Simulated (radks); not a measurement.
Species: the chlorine ion Cl3+. Configuration: [Ne] 3s2 3p1 7s1 (not the ground configuration).

Method: Dirac Kohn-Sham, LDA (Slater exchange, Perdew-Wang correlation), spin-unpolarised, spherical densities, finite nucleus; open shells are shared between the two j in proportion to 2j + 1; Fermi nuclear charge, rms radius 3.3654 fm; computed with a radial shooting solver on a logarithmic mesh with Libxc functionals.

Energy parts (eV):
total: -12396.671
kinetic: 12455.508
electron-nucleus: -28830.894
Hartree: 4659.020
exchange-correlation: -680.305

Orbitals (lengths in bohr, moments of r in powers of bohr; <r^-3> diverges for s and p1/2; r(max) is where P^2 peaks):
[
 {"orbital": "1s1/2", "occ.": "2", "eigenvalue (eV)": "-2805.317", "<r^-3>": "-", "<r^2>": "0.01119", "r(max)": "0.05962"},
 {"orbital": "2s1/2", "occ.": "2", "eigenvalue (eV)": "-312.5362", "<r^-3>": "-", "<r^2>": "0.2343", "r(max)": "0.3622"},
 {"orbital": "2p1/2", "occ.": "2", "eigenvalue (eV)": "-253.9072", "<r^-3>": "-", "<r^2>": "0.2029", "r(max)": "0.2992"},
 {"orbital": "2p3/2", "occ.": "4", "eigenvalue (eV)": "-252.1956", "<r^-3>": "102.2", "<r^2>": "0.2051", "r(max)": "0.3010"},
 {"orbital": "3s1/2", "occ.": "2", "eigenvalue (eV)": "-71.0912", "<r^-3>": "-", "<r^2>": "2.087", "r(max)": "1.202"},
 {"orbital": "3p1/2", "occ.": "0.333333", "eigenvalue (eV)": "-57.1366", "<r^-3>": "-", "<r^2>": "2.399", "r(max)": "1.263"},
 {"orbital": "3p3/2", "occ.": "0.666667", "eigenvalue (eV)": "-56.9254", "<r^-3>": "12.66", "<r^2>": "2.415", "r(max)": "1.267"},
 {"orbital": "7s1/2", "occ.": "1", "eigenvalue (eV)": "-5.8434", "<r^-3>": "-", "<r^2>": "183.8", "r(max)": "14.12"}
]

The highest occupied level is 7s1/2 at -5.843 eV. The density falls to 0.001 e/bohr^3 at r = 2.84 bohr. Summed over all electrons, <r^2> = 192.1 bohr^2, which gives a Langevin (diamagnetic) susceptibility term of -152 x 10^-6 cm^3/mol.
